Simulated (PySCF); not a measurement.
## Radial density of Fe⁻ (iron, charge -1)

HSE06, [Ar] 3d7 4s2, high-spin 4F determinant. Computed with PySCF 2.14 in aug-cc-pVDZ-DK (7s6p4d2f, 59 functions), with scalar relativity by spin-free X2C-1e.

```tsv
r (bohr)	4πr²ρ (e/bohr)	4πr²(ρα − ρβ)
0.00104	0.2283	0.0000
0.00175	0.5759	0.0000
0.00294	1.422	0.0001
0.00494	3.387	0.0003
0.00830	7.592	0.0006
0.0140	15.28	0.0013
0.0235	25.51	0.0020
0.0395	31.41	0.0023
0.0665	26.61	0.0039
0.112	26.14	0.0291
0.188	34.96	0.1902
0.316	19.84	0.8854
0.532	14.31	2.2531
0.895	14.33	2.4223
1.51	4.087	1.1014
2.53	1.128	0.2589
4.26	0.4627	-0.0012
7.16	0.09839	-0.0273
12.0	0.006873	-0.0037
```

Densities and radii are taken from the X2C orbitals without a picture-change correction, which distorts them close to the nucleus.

At HSE06 the highest occupied level has a positive energy, so only the finite basis holds that electron; in a semilocal or global hybrid functional this comes from self-interaction and does not mean that the real anion is unbound.

(1) Where is the radial spin density 4πr²(ρα − ρβ) most negative, and why is it negative at all?

Results:

(1) Around r = 7.16 bohr, down to -0.0273 e/bohr: exchange with the open shell polarises the paired shells in an unrestricted calculation.
